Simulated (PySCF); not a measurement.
BH4O3, BClH3O, AlBFH2O, AlBH4O and others (calculated)

Computed with PySCF 2.14.0. Calculation on a computer-drawn molecule: the log of a Hartree-Fock and frozen-core CCSD(T) single point meant for a local Hartree-Fock minimum, with one planted fault or none, to be diagnosed. Offsets are logged minus clean, where the clean run is the same molecule without the fault. The reference is restricted for singlets and unrestricted otherwise, and also for a bond in bohr or an excited solution. Adding or removing an electron swaps singlet and doublet. The excited solution moves the top pair (singlet) or top alpha electron (doublet) to the lowest empty orbital. Highest occupied and lowest empty are orbital energies over both spins, largest force is the largest gradient component, triples share is (T) over the correlation energy, the T1 limit is 0.02 restricted and 0.045 unrestricted, electrons count all cores, a negative frequency is imaginary (commonest isotopes), and the dipole is about the centre of nuclear charge.

Common to all runs: logged SCF converged yes; possible faults no fault, one electron removed, one electron added, multiplicity raised by two, geometry at a saddle point, SCF held on an excited solution, minimal basis STO-3G, one bond length entered in bohr, all coordinates scaled.

(1) BH4O3

Logged structure:
```xyz
8
BH4O3
O     -0.2507    -1.8750    -0.8176
B      0.8075    -1.3377     0.0633
O      1.7401    -2.4840     0.3196
O      1.4849    -0.2156    -0.6056
H     -0.3997    -3.6139    -0.4785
H      0.3633    -0.8973     1.1548
H      2.4081    -2.1925     0.9139
H      1.6863    -0.4972    -1.4829
```

| Item | Value |
| --- | --- |
| meant charge | -1 |
| meant multiplicity | 1 |
| meant basis | aug-cc-pVDZ |
| logged electrons | 34 |
| logged basis functions | 128 |
| logged spin squared | 0.838 |
| logged highest occupied | -5.3154 eV |
| logged lowest empty | 4.0557 eV |
| logged largest force | 0.017548 hartree/bohr |
| logged T1 diagnostic | 0.05219 |
| logged D1 diagnostic | 0.29143 |
| logged triples share | 0.036453 |
| logged CC converged | yes |
| logged dipole magnitude | 1.9685 debye |
| logged SCF stable within its kind | yes |
| logged energy HF | -251.64081 hartree |
| logged energy CCSD(T) | -252.39665 hartree |
| planted fault | one bond length entered in bohr, row 4 of the drawn bonds |
| HF energy offset from clean run | 77.5 kcal/mol |
| CCSD(T) energy offset from clean run | 87.07 kcal/mol |

Drawn bonds:
```
atom  other atom  order
   1           2      1
   2           3      1
   2           4      1
   1           5      1
   2           6      1
   3           7      1
   4           8      1
```

Notes: T1 above single-reference limit.

(2) BClH3O

Logged structure:
```xyz
6
BClH3O
O     -2.1180    -0.8579     2.7809
B     -2.3690    -0.1262     1.5893
Cl    -0.4470    -0.0230     0.4864
H     -1.5443    -0.3715     3.3459
H     -3.0726    -0.7195     0.8030
H     -2.5634     1.0696     1.7149
```

| Item | Value |
| --- | --- |
| meant charge | -1 |
| meant multiplicity | 1 |
| meant basis | aug-cc-pV(D+d)Z |
| logged electrons | 34 |
| logged basis functions | 105 |
| logged spin squared | 0 |
| logged highest occupied | 0.73562 eV |
| logged lowest empty | -3.9775 eV |
| logged largest force | 0.12581 hartree/bohr |
| logged CC converged | no |
| logged dipole magnitude | 6.9385 debye |
| logged SCF stable within its kind | no |
| logged energy HF | -560.35614 hartree |
| planted fault | SCF held on an excited solution |
| HF energy offset from clean run | 350.7 kcal/mol |

Drawn bonds:
```
atom  other atom  order
   1           2      1
   2           3      1
   1           4      1
   2           5      1
   2           6      1
```

Notes: CCSD not converged; highest electron not bound in this basis.

(3) BClH3O

Structure as in entry 2.

| Property | Result |
| --- | --- |
| meant charge | -1 |
| meant multiplicity | 1 |
| meant basis | aug-cc-pV(D+d)Z |
| logged electrons | 34 |
| logged basis functions | 105 |
| logged spin squared | 2.009 |
| logged highest occupied | 0.92356 eV |
| logged lowest empty | 1.2554 eV |
| logged largest force | 0.049815 hartree/bohr |
| logged T1 diagnostic | 0.074169 |
| logged D1 diagnostic | 0.4165 |
| logged triples share | 0.032108 |
| logged CC converged | yes |
| logged dipole magnitude | 12.386 debye |
| logged SCF stable within its kind | yes |
| logged energy HF | -560.74386 hartree |
| logged energy CCSD(T) | -561.23888 hartree |
| planted fault | multiplicity raised by two |
| HF energy offset from clean run | 107.4 kcal/mol |
| CCSD(T) energy offset from clean run | 121.1 kcal/mol |

Drawn bonds:
```
atom  other atom  order
   1           2      1
   2           3      1
   1           4      1
   2           5      1
   2           6      1
```

Notes: T1 above single-reference limit; highest electron not bound in this basis.

(4) AlBFH2O

Logged structure:
```xyz
6
AlBFH2O
O      1.3960    -1.3471    -3.1059
B      1.8486    -1.6502    -1.9177
Al     2.9857     0.0712    -1.0507
F      3.8048     1.3153    -0.4269
H      0.8931    -2.0113    -3.5719
H      1.7551    -2.6372    -1.2670
```

| Item | Value |
| --- | --- |
| meant charge | 1 |
| meant multiplicity | 1 |
| meant basis | cc-pV(D+d)Z |
| logged electrons | 36 |
| logged basis functions | 75 |
| logged spin squared | 0 |
| logged highest occupied | -11.672 eV |
| logged lowest empty | -10.641 eV |
| logged largest force | 0.061266 hartree/bohr |
| logged dipole magnitude | 5.5476 debye |
| logged SCF stable within its kind | no |
| logged energy HF | -441.49076 hartree |
| planted fault | SCF held on an excited solution |
| HF energy offset from clean run | 268.6 kcal/mol |

Drawn bonds:
```
atom  other atom  order
   1           2      1
   2           3      1
   3           4      1
   1           5      1
   2           6      1
```

Notes: coupled-cluster numbers left out as unreliable.

(5) AlBH4O

Logged structure:
```xyz
7
AlBH4O
O     -1.8624    -1.9983     3.0897
B     -1.1154    -1.2578     2.2315
Al    -2.1277     0.1985     0.9860
H     -1.3607    -2.6146     3.6038
H      0.0822    -1.4572     2.2134
H     -2.3370     1.7007     1.4622
H     -2.6791    -0.1786    -0.4566
```

| Quantity | Value |
| --- | --- |
| meant charge | 0 |
| meant multiplicity | 1 |
| meant basis | cc-pV(D+d)Z |
| logged electrons | 30 |
| logged basis functions | 23 |
| logged spin squared | 0 |
| logged highest occupied | -7.1083 eV |
| logged lowest empty | 8.7578 eV |
| logged largest force | 0.043675 hartree/bohr |
| logged T1 diagnostic | 0.019984 |
| logged D1 diagnostic | 0.076723 |
| logged triples share | 0.026877 |
| logged CC converged | yes |
| logged dipole magnitude | 1.431 debye |
| logged SCF stable within its kind | yes |
| logged energy HF | -339.5525 hartree |
| logged energy CCSD(T) | -339.70172 hartree |
| planted fault | minimal basis STO-3G |
| HF energy offset from clean run | 2670 kcal/mol |
| CCSD(T) energy offset from clean run | 2817 kcal/mol |

Drawn bonds:
```
atom  other atom  order
   1           2      1
   2           3      1
   1           4      1
   2           5      1
   3           6      1
   3           7      1
```

(6) AlBClH3O

Logged structure:
```xyz
7
AlBClH3O
O     -2.2736    -2.3857    -2.8246
B     -1.8705    -2.1858    -1.5681
Al    -0.1657    -0.9503    -1.2649
Cl     1.6459    -1.8819    -0.7363
H     -3.0164    -2.9458    -2.9035
H     -2.4778    -2.7119    -0.6855
H     -0.0844     0.5983    -1.3735
```

| Property | Result |
| --- | --- |
| meant charge | 0 |
| meant multiplicity | 1 |
| meant basis | cc-pV(D+d)Z |
| logged electrons | 46 |
| logged basis functions | 89 |
| logged spin squared | 0 |
| logged highest occupied | -10.065 eV |
| logged lowest empty | 1.3907 eV |
| logged largest force | 0.015221 hartree/bohr |
| logged T1 diagnostic | 0.014077 |
| logged D1 diagnostic | 0.050997 |
| logged triples share | 0.023276 |
| logged CC converged | yes |
| logged dipole magnitude | 3.3295 debye |
| logged SCF stable within its kind | yes |
| logged energy HF | -802.82145 hartree |
| logged energy CCSD(T) | -803.33863 hartree |
| planted fault | all coordinates scaled, by -1.4 % |
| HF energy offset from clean run | 0.8168 kcal/mol |
| CCSD(T) energy offset from clean run | 1.57 kcal/mol |

Drawn bonds:
```
atom  other atom  order
   1           2      1
   2           3      1
   3           4      1
   1           5      1
   2           6      1
   3           7      1
```

(7) AlBH2O2

Logged structure:
```xyz
6
AlBH2O2
O     -1.7793    -2.2494     0.4085
B     -0.8055    -1.7849     1.2562
O     -0.2436    -0.5496     1.0545
Al    -0.1282    -3.0529     2.9826
H     -2.0186    -1.6641    -0.2992
H     -0.5752    -0.0665     0.3078
```

| Item | Value |
| --- | --- |
| meant charge | 0 |
| meant multiplicity | 1 |
| meant basis | cc-pV(D+d)Z |
| logged electrons | 36 |
| logged basis functions | 75 |
| logged spin squared | 0 |
| logged highest occupied | -6.959 eV |
| logged lowest empty | 0.98216 eV |
| logged largest force | 1.017e-05 hartree/bohr |
| logged lowest frequency | 122.26 cm⁻¹ |
| logged T1 diagnostic | 0.015908 |
| logged D1 diagnostic | 0.052734 |
| logged triples share | 0.024653 |
| logged CC converged | yes |
| logged dipole magnitude | 3.4175 debye |
| logged SCF stable within its kind | yes |
| logged energy HF | -417.55744 hartree |
| logged energy CCSD(T) | -418.0975 hartree |
| planted fault | no fault |
| HF energy offset from clean run | 0 kcal/mol |
| CCSD(T) energy offset from clean run | 0 kcal/mol |

Drawn bonds:
```
atom  other atom  order
   1           2      1
   2           3      1
   2           4      1
   1           5      1
   3           6      1
```

(8) Al2BH4O

Logged structure:
```xyz
8
Al2BH4O
O     -0.0118     1.8057    -2.5321
B     -0.0240     0.7663    -1.7426
Al    -0.0507    -0.8196    -0.4389
Al     0.7951    -0.2996     1.9594
H      0.7782     1.9444    -3.0415
H     -0.5972    -2.1634    -1.0806
H      1.3556     1.1469     2.3190
H      0.8033    -1.3541     3.1492
```

| Quantity | Value |
| --- | --- |
| meant charge | 0 |
| meant multiplicity | 2 |
| meant basis | cc-pV(D+d)Z |
| logged electrons | 43 |
| logged basis functions | 94 |
| logged spin squared | 0.7588 |
| logged highest occupied | -6.8571 eV |
| logged lowest empty | 0.32703 eV |
| logged largest force | 2.801e-05 hartree/bohr |
| logged lowest frequency | 67.193 cm⁻¹ |
| logged T1 diagnostic | 0.020838 |
| logged D1 diagnostic | 0.076792 |
| logged triples share | 0.027639 |
| logged CC converged | yes |
| logged dipole magnitude | 3.4556 debye |
| logged SCF stable within its kind | yes |
| logged energy HF | -585.69129 hartree |
| logged energy CCSD(T) | -586.12865 hartree |
| planted fault | — |

Drawn bonds:
```
atom  other atom  order
   1           2      1
   2           3      1
   3           4      1
   1           5      1
   3           6      1
   4           7      1
   4           8      1
```

Q: Which fault was planted in the run of Al2BH4O (entry 8)?
A: no fault

Further results for Al2BH4O (entry 8):

| Item | Value |
| --- | --- |
| HF energy offset from clean run | 0 kcal/mol |
| CCSD(T) energy offset from clean run | 0 kcal/mol |
